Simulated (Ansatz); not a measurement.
Computed with Ansatz on PBE0-D4/def2-TZVP structures; ΔE is electronic, products minus reactants. CBS: MP2 limit from def2 TZ/QZ plus the TZ coupled-cluster correction, frozen cores. This one scheme is used for every species. DFT in def2-TZVPP. One conformer a species, not always the lowest.

Consider the cleavage of the B–B bond: `ClB(Cl)B(Cl)Cl` + NH₃ → `NB(Cl)Cl` + `ClBCl`.

`ClB(Cl)B(Cl)Cl`:

Z-matrix (Å, degrees):
```
B
Cl 1 1.741
B 1 1.684 2 120.1
Cl 1 1.741 2 119.8 3 180.0
Cl 3 1.741 1 120.1 2 89.8
Cl 3 1.741 1 120.1 2 -90.2
```

NH₃:

Z-matrix (Å, degrees):
```
N
H 1 1.013
H 1 1.013 2 107.1
H 1 1.013 2 107.1 3 -114.5
```

`NB(Cl)Cl`:

Cartesian coordinates in Å:
```
N 0.099 0.665 -0.449
B -0.071 -0.473 0.319
Cl -0.212 -2.051 -0.451
Cl -0.148 -0.357 2.075
H 0.183 1.581 -0.042
H 0.148 0.635 -1.452
```

`ClBCl`:

Cartesian coordinates in Å:
```
Cl -1.253 -0.891 0.659
B -0.013 0.032 -0.128
Cl 1.398 0.541 0.742
H -0.132 0.318 -1.273
```

| level | ΔE (kJ/mol) |
| --- | --- |
| PBE0-D4 | -133.3 |
| B2PLYP | -141.6 |
| r2SCAN0 | -143.0 |
| CCSD(T)/def2-SVP | -148.7 |

**Question.** What does CCSD(T)/CBS give? (An estimate is asked.)

**Answer.** The calculation gave: -134.2 kJ/mol. The listed levels differ from it by 0.9, -7.4, -8.8, -14.5 kJ/mol.

Largest T1 diagnostic among the species: 0.013.

From BLYP to BHLYP (50 % exact exchange), in def2-TZVPP and without D4, ΔE moves by −12.6 kJ/mol. In def2-TZVPP, CCSD(T) changes the Hartree–Fock value by +20.6 kJ/mol (the triples alone add +3.7 kJ/mol) and MP2 by +17.1 kJ/mol.
